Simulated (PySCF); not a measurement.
## Computed spin Hamiltonian

Compound: C₆H₈NO (doublet state).
Cartesian coordinates in Å at the GFN2-xTB level; atoms count from 1:
```xyz
16
C6H8NO angstrom
C      2.372    1.369    0.367
C      1.554    0.378    0.325
C      0.250    0.333   -0.489
C      0.065   -1.031   -1.159
O     -0.536   -1.859   -0.186
C     -1.426   -1.057    0.559
C     -0.900    0.353    0.494
N     -1.381    1.293    1.167
H      2.498    2.348   -0.031
H      1.716   -0.532    0.890
H      0.221    1.169   -1.188
H      1.000   -1.502   -1.467
H     -0.593   -0.929   -2.037
H     -1.476   -1.437    1.581
H     -2.437   -1.083    0.126
H     -0.934    2.197    1.036
```

The hyperfine couplings belong to this conformer and change with its torsions.

Identity: `[H]/[C]=C\[C@H]1COC/C1=N/[H]` [radical].

Method: UKS B3LYP, pcH-1 on C H N O, non-relativistic, mean-field spin-orbit, GIAO (PySCF). Isolated species at its GFN2-xTB geometry (one conformer only). A GFN2-xTB geometry isn't a minimum of the functional, and hyperfine couplings can be far from their values at a DFT geometry. Stability of the SCF solution: not tested.

| Item | Value |
| --- | --- |
| g1, g2, g3 | 2.00183, 2.00220, 2.00271 |
| g_iso | 2.00225 |
| Form of g | rhombic: the two nearest values differ by 43 % of g3 − g1 |
| ⟨S²⟩ | 0.7588 (exact 0.7500) |
| Basis functions | 280 |

Isotropic coupling and dipolar principal values T1 to T3, in mT (MHz turned into mT with g_iso):

| atom | isotope | a_iso | T1 | T2 | T3 | Mulliken spin population |
| --- | --- | --- | --- | --- | --- | --- |
| C1 | 13C | 10.83 | -2.91 | -2.15 | 5.06 | 1.03 |
| C2 | 13C | -0.56 | -0.66 | 0.08 | 0.58 | -0.17 |
| C3 | 13C | 2.76 | -0.33 | -0.30 | 0.63 | 0.08 |
| C4 | 13C | -0.09 | -0.02 | -0.02 | 0.04 | 0.00 |
| O5 | 17O | -0.02 | -0.03 | 0.01 | 0.01 | 0.00 |
| C6 | 13C | 0.07 | -0.01 | -0.01 | 0.02 | 0.00 |
| C7 | 13C | -0.17 | -0.04 | 0.01 | 0.03 | -0.01 |
| N8 | 14N | 0.01 | -0.02 | -0.02 | 0.04 | 0.01 |
| H9 | 1H | 1.06 | -1.17 | -0.23 | 1.40 | 0.00 |
| H10 | 1H | 4.07 | -0.22 | -0.18 | 0.40 | 0.05 |
| H11 | 1H | -0.24 | -0.22 | -0.05 | 0.27 | 0.00 |
| H12 | 1H | 0.11 | -0.05 | -0.04 | 0.09 | 0.00 |
| H13 | 1H | 0.23 | -0.04 | -0.03 | 0.07 | 0.00 |
| H14 | 1H | 0.03 | -0.02 | -0.02 | 0.04 | 0.00 |
| H15 | 1H | -0.01 | -0.02 | -0.02 | 0.04 | 0.00 |
| H16 | 1H | -0.03 | -0.06 | -0.03 | 0.09 | 0.00 |

The largest Mulliken spin populations are on C1 (+1.03), C2 (-0.17) and C3 (+0.08). C1 is the only atom above +0.15. The positive populations add up to 1.18 and the negative ones to -0.18, together 2S = 1.

Axes: g1 points within 2° of the C1–H9 bond and g2 points within 4° of the C2–C3 bond.

Under fast tumbling the dipolar parts average out, and these isotropic splittings remain: 1 × 1H (H10, I = 1/2, 2 lines) with 4.07 mT, 1 × 1H (H9, I = 1/2, 2 lines) with 1.06 mT, 1 × 1H (H11, I = 1/2, 2 lines) with 0.24 mT, 1 × 1H (H13, I = 1/2, 2 lines) with 0.23 mT and 1 × 1H (H12, I = 1/2, 2 lines) with 0.11 mT.

The 13C coupling of C1 (303.5 MHz) shows only in satellite lines or after enrichment, since that isotope makes up about 1.07 % of natural carbon.

The spin density at the nucleus, in bohr⁻³, is negative for C2 (-0.0139), C7 (-0.0043) and C4 (-0.0023), for instance. A restricted open-shell determinant has no negative spin density anywhere; here it arises because α and β orbitals differ (spin polarisation).
